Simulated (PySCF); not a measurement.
# Field gradients at the hydrogen positions

Species: [OsH6]4- (charge -4 and singlet state).
Z-matrix (Å and degrees, PBE0-D3(BJ)/def2-SVP geometry), rows numbered from 1:
```
Os
H   1  1.6970
H   1  1.6203  2  134.05
H   1  1.6206  2   75.53  3    34.45
H   1  1.6973  2  119.34  3   -98.30
H   1  1.6205  2   75.53  3   -34.49
H   1  1.6972  2  119.34  3    98.24
```

Level: PBE0/pcSseg-1 (def2-TZVP on Os) (PySCF, non-relativistic but for the core potentials past Kr); Q(2H) = 0.00286 b; rigid geometry, the same for H and D, with no vibrational averaging.

Q: Tabulate Vzz, the asymmetry η and χzz = 234.96 MHz × Q × Vzz for every hydrogen position.

A: 
```
atom  bonded to  bond length (Å)  Vzz (au)     η  χzz (kHz)
  H2        Os1            1.697    0.1385  0.07         93
  H3        Os1            1.620    0.1565  0.06        105
  H4        Os1            1.621    0.1563  0.06        105
  H5        Os1            1.697    0.1384  0.07         93
  H6        Os1            1.620    0.1563  0.06        105
  H7        Os1            1.697    0.1384  0.07         93
```

Whether so highly charged an anion holds all its electrons in the gas phase wasn't checked; a finite basis holds them in any case. The ion is multiply charged and computed without counter-ions or solvent. Atoms past krypton carry effective core potentials; spin–orbit coupling is left out. The pcSseg-1 basis has no diffuse functions, a weakness for an anion. The HOMO energy is positive at this level (+14.56 eV), so the outermost electrons may be held by the finite basis alone. A larger basis could move these couplings by a tenth or more.
